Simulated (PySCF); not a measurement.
Compound: C3H12AlAs.
SMILES: `C[CH2][Al@@H-]([CH3])[AsH3+]`

All values: wB97X-D/def2-SVPD (PySCF, non-relativistic), on one gas-phase PBE0-D3(BJ)/def2-SVP geometry that isn't relaxed in the solvent. The solvent is an IEF-PCM continuum (Bondi radii, 1.10 Å for H, scaled by 1.2), and excitations are vertical TDDFT with non-equilibrium linear response and a frozen core. The model holds no explicit solvent molecules, cavitation or dispersion. Spin–orbit coupling is left out although an atom past zinc is present.

Gas-phase singlets (H = HOMO, L = LUMO):

```
state  E (eV)  λ (nm)      f  leading configuration
   S1   6.218     199  0.029              H→L+1 83%
   S2   6.346     195  0.020              H→L+2 62%
   S3   6.536     190  0.015                H→L 49%
   S4   6.614     187  0.044            H-1→L+1 70%
   S5   6.849     181  0.048            H-1→L+2 52%
```

What are the lowest 5 singlets in chloroform (ε = 4.711)?

```csv
state,E (eV),λ (nm),f,leading configuration,change by rank (eV)
S1,6.366,195,0.033,H→L+1 47%,+0.148
S2,6.645,187,0.050,H→L+2 64%,+0.299
S3,6.815,182,0.084,H-1→L+1 45%,+0.279
S4,6.906,180,0.020,H→L 28%,+0.292
S5,7.117,174,0.023,H→L+3 55%,+0.268
```

The ground-state energy changes by -0.172 eV from gas to chloroform. By how much does the total energy of gas-phase S2 change?

E(S2) = E(S0) + excitation energy, so it changes by -0.172 + 0.299 = +0.127 eV: it isn't lowered at all, while the ground state is. This is the vertical state, with the slow part of the continuum still set for S0.

How do the frontier levels move from gas to chloroform?

```json
{"orbital": "LUMO+2", "gas (eV)": "1.56", "solvent (eV)": "1.98", "change (eV)": "+0.42"}
{"orbital": "LUMO+1", "gas (eV)": "1.48", "solvent (eV)": "1.80", "change (eV)": "+0.32"}
{"orbital": "LUMO", "gas (eV)": "1.36", "solvent (eV)": "1.70", "change (eV)": "+0.34"}
{"orbital": "HOMO", "gas (eV)": "-8.73", "solvent (eV)": "-8.72", "change (eV)": "+0.01"}
{"orbital": "HOMO-1", "gas (eV)": "-9.28", "solvent (eV)": "-9.38", "change (eV)": "-0.10"}
{"orbital": "HOMO-2", "gas (eV)": "-10.12", "solvent (eV)": "-9.89", "change (eV)": "+0.23"}
{"orbital": "HOMO-3", "gas (eV)": "-11.13", "solvent (eV)": "-11.10", "change (eV)": "+0.03"}
```

The HOMO–LUMO gap goes from 10.09 to 10.43 eV. Rows go by rank; for LUMO and LUMO+1 the atom shares or the degeneracy differ between the runs, so the row needn't follow one orbital.

Shape of the structure used: `[CH3:1][CH2:2][Al@@H-:3]([CH3:4])[AsH3+:5]`: C1–C2–Al3–C4 -163°.

Note: wB97X-D ran without an empirical dispersion term, which enters the total energy and its gradient alone.
